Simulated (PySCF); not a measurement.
Input of a run (PBE0-D3(BJ)/def2-SVP geometry optimisation, gas phase (PySCF 2.14.0)), started from GFN2-xTB:
```
{"job": {"xc": "PBE0", "basis": "def2-SVP", "d3": "d3bj", "grid": 2, "kind": "geom"}, "charge": 0, "multiplicity": 1}
C      3.356828    -0.250290    -0.588697
C      2.130242     0.077375     0.253391
C      0.839464    -0.043794    -0.552998
C     -0.389324     0.292504     0.289576
C     -1.690091     0.196625    -0.509673
C     -2.867299     0.835218     0.237961
C     -2.066218    -1.230291    -0.816335
O     -1.516812    -2.213992    -0.410799
H      3.294493    -1.266256    -0.971699
H      4.263916    -0.162033     0.004567
H      3.433232     0.429897    -1.434422
H      2.219528     1.094168     0.644115
H      2.084624    -0.602705     1.106261
H      0.888518     0.631543    -1.411740
H      0.747476    -1.062903    -0.931908
H     -0.445153    -0.398302     1.132949
H     -0.287432     1.304730     0.687709
H     -1.574321     0.713017    -1.470672
H     -2.674229     1.891635     0.406864
H     -3.786669     0.739888    -0.335732
H     -3.007916     0.350832     1.201651
H     -2.963266    -1.307482    -1.466601
```

Output (energies in Eh, forces in Eh/bohr):
```
step   0  E = -349.73999166  max force = 0.018468
step   1  E = -349.74218258  max force = 0.003291
step   2  E = -349.74221535  max force = 0.001123
step   3  E = -349.74218263  max force = 0.002631
step   4  E = -349.74222171  max force = 0.000958
step   5  E = -349.74222840  max force = 0.000152
optimisation converged
```

Problem. Summarise the run.

Solution. The energy falls by 1.4 kcal/mol over 6 energy and gradient evaluations, the largest force component goes from 0.0185 to 1.5e-04 Eh/bohr, and the atoms move by 0.030 Å rms after alignment. Among the bonds, C1–H9, C1–H10, C1–H11, C6–H19, C6–H20, C6–H21 and C7–H22 change most and about equally (+0.013 to +0.014 Å). Bonds longer at the end by more than 0.005 Å: 14 of 21; shorter: 2. Among the angles that change most is H12–C2–H13, from 107.7° to 105.7°. The energy rose by more than 1e-6 Eh at step 3. The first step brought 98 % of the lowering.

Problem. What are the final bond lengths?

Solution. C1–C2 1.520 Å, C2–C3 1.522 Å, C3–C4 1.522 Å, C4–C5 1.523 Å, C5–C6 1.531 Å, C5–C7 1.511 Å, C7=O8 1.202 Å, C1–H9 1.102 Å, C1–H10 1.101 Å, C1–H11 1.102 Å, C2–H12 1.105 Å, C2–H13 1.104 Å, C3–H14 1.106 Å, C3–H15 1.102 Å, C4–H16 1.104 Å, C4–H17 1.104 Å, C5–H18 1.108 Å, C6–H19 1.100 Å, C6–H20 1.101 Å, C6–H21 1.101 Å, C7–H22 1.124 Å. Numbering counts from 1 in the input's order; the species is 2-methylhexanal (`O=C[C@@H](C)CCCC`).

The run used 182 basis functions and 42 SCF cycles in all. Time: 95 s; peak memory 0.83 GiB. Hardware: an Intel Xeon Platinum 8488C with one thread, no GPU, shared host with 96 logical CPUs at a one-minute load of 35.

Not checked by PBE0-D3(BJ)/def2-SVP frequencies. The numbers are those of one conformer.

Shape of the structure used: `[CH3:1][CH2:2][CH2:3][CH2:4][C@H:5]([CH3:6])[CH:7]=[O:8]`: C1–C2–C3–C4 180°, C2–C3–C4–C5 179°, C3–C4–C5–C6 -167°, C4–C5–C7–O8 6°.
